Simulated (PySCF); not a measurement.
# Calculated properties of `O=C1C=C([O-])CCC1`

Species: C6H7O2 (charge -1).
Atom-mapped SMILES: `[O:1]=[C:2]1[CH:3]=[C:4]([O-:5])[CH2:6][CH2:7][CH2:8]1` (hydrogens: H9 on C3; H10, H11 on C6; H12, H13 on C7; H14, H15 on C8)

Geometry (PBE0-D3(BJ)/def2-SVP, Å), atoms numbered from 1 in this order:
```
atom  x, y, z in Å
O1     0.0264    2.6284    0.1888
C2     0.1110    1.3945    0.0937
C3     1.2497    0.6108    0.4151
C4     1.3605   -0.7955    0.2600
O5     2.3730   -1.4750    0.4870
C6     0.1164   -1.5286   -0.2653
C7    -1.1831   -0.8018    0.0343
C8    -1.1091    0.6359   -0.4499
H9     2.1335    1.1422    0.7830
H10    0.1424   -2.5431    0.1644
H11    0.2368   -1.6515   -1.3591
H12   -1.3481   -0.8015    1.1269
H13   -2.0461   -1.3287   -0.4142
H14   -1.9987    1.2236   -0.1714
H15   -1.0532    0.6579   -1.5555
```

Structural features include: ketone and C=C double bond.

From PBE0-D3(BJ)/def2-SVP geometry optimisation, gas phase (PySCF):

* Point group: Cs
* Rotational constants A, B, C: 3.435, 1.828, 1.242 GHz

PBE0/pcSseg-1 ground state and GIAO shieldings, non-relativistic (PySCF):

- HOMO energy: -0.97 eV
- LUMO energy: 4.66 eV
- HOMO–LUMO gap: 5.63 eV
- Lowest Hirshfeld atomic charge: -0.39 e on O1/O5
- Highest Hirshfeld atomic charge: +0.07 e on C2/C4
- 13C chemical shifts (computed TMS as zero) by class: 188.5 (C2/C4), 102.1 (C3), 41.4 (C6/C8), 26.4 (C7) ppm
- 1H chemical shifts (computed TMS as zero) by class: 4.51 (H9), 1.49 (H10/H11/H14/H15), 1.40 (H12/H13) ppm
- Isotropic shieldings of nuclei other than C and H, by class: -127 (O1/O5) ppm
- Mayer bond orders between heavy atoms: O1–C2 1.77, C2–C3 1.28, C3–C4 1.28, C4–O5 1.77, C4–C6 0.96, C6–C7 1.02, C7–C8 1.02, C8–C2 0.96

B3LYP/pcJ-1 indirect spin-spin coupling, non-relativistic, gas phase; spin–dipole term left out (PySCF):

* Largest of the computed one-bond spin–spin couplings (means over like bonds): 13C–1H +155.0 (C3–H9), 13C–1H +129.5 (C6–H10 and 3 like it), 13C–1H +128.0 (C7–H12 and 1 like it), 13C–13C +71.0 (C2–C3 and 1 like it), 13C–13C +36.4 (C2–C8 and 1 like it), 13C–13C +34.2 (C6–C7 and 1 like it), 17O–13C +30.9 (O1–C2 and 1 like it) Hz

Monoisotopic mass of the ion (most abundant isotopes, electron mass counted): 111.0452 u.

With B = h/(8π²I), that is 505.379 GHz u Å² over I, the principal moments of inertia are 147.1, 276.4 and 406.9 u Å² (most abundant isotopes). The rotational constants make it an asymmetric top with κ = (2B − A − C)/(A − C) = -0.47, nearer the prolate limit (−1).

One conformer (not necessarily the lowest) at the PBE0-D3(BJ)/def2-SVP geometry, without solvent or vibrations. NMR classes are plain means over equivalent atoms (diastereotopic ones count apart unless rotation or inversion swaps them), as if these changed places fast; in this geometry the members of some classes differ. No diffuse functions stand in pcJ-1 and pcSseg-1, which bears on an anion's orbital energies.

For the spin–spin coupling job (B3LYP/pcJ-1), time: 1.8 min. Hardware: one thread, Arm Neoverse N1 (shared host).
